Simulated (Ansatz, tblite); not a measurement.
Cost and result up the ladder for Na₄Li₂ (6 atoms). Total charge 0; singlet. Geometry: PBE/def2-SVP.

```xyz
6

Li    0.0005    0.0078   -0.0036
Li    0.9910    2.2471   -1.5246
Na   -0.5263   -1.0476    2.8534
Na    0.8799    2.2659    1.8989
Na   -0.1518   -0.6234   -3.0182
Na   -1.1933   -2.8498   -0.2058
```

Ansatz on 4 threads of Arm Neoverse V2 on a shared host; xTB runs through tblite on one thread. Times are rough, summed over both states, and most runs start from the orbitals of an earlier one. No level here is sound enough to serve as a yardstick. The other state is a doublet.

The xTB rows come from tblite. HOMO above LUMO, or a gap near zero within one spin, warns that the state may not be the lowest or that an electron is smeared out. The structure comes from a short search, and lower isomers may exist.

Raw xTB energies of ions are shifted by several eV.

| level | functions | vertical IE (eV) | remarks |
| --- | --- | --- | --- |
| PBE0/def2-TZVP | 156 | 4.45 | restricted SCF unstable in HF (singlet) |
| r2SCAN/def2-TZVP (with forces) | 156 | 4.30 | restricted SCF unstable in HF (singlet), spin-contaminated (⟨S²⟩ 0.92) (+1 doublet) |
| GFN2-xTB | 24 | 7.02 | – |
| PBE/def2-TZVP | 156 | 4.54 | gap within one spin near zero (+1 doublet), restricted SCF unstable in HF (singlet) |

(1) Estimate how long each takes.

Answers

(1) GFN2-xTB 0.006 s; PBE/def2-TZVP 9 s; PBE0/def2-TZVP 11 s; r2SCAN/def2-TZVP (with forces) 21 s. On shared hardware such times vary by a factor of up to 3.
